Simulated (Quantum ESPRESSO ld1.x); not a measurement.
All-electron atom: the tellurium ion Te2+ in [Kr] 4d10 5s2 5p(up 1, down 1) (spins set by hand, not the high-spin state). Calculated with ld1.x of Quantum ESPRESSO 7.5: scalar-relativistic Kohn-Sham, LDA (Slater exchange, Perdew-Wang correlation), spin-polarised, spherical densities, point nucleus. Some entries of the table are withheld. Estimate them.

orbital,occ.,eigenvalue (eV),<1/r> (bohr^-1)
1s,2,-31613.250,55.52
2s,2,-4865.486,12.71
2p,6,-4372.238,12.18
3s,2,(1),4.538
3p,6,-823.082,4.319
3d,10,(2),4.086
4s,2,-183.494,1.826
4p,6,-133.677,(3)
4d,10,-61.088,1.373
5s,2,-33.070,0.6608
5p,2,-22.587,0.5509

Answer. 
(1) 3s eigenvalue (eV): -983.435
(2) 3d eigenvalue (eV): -579.913
(3) 4p <1/r> (bohr^-1): 1.668
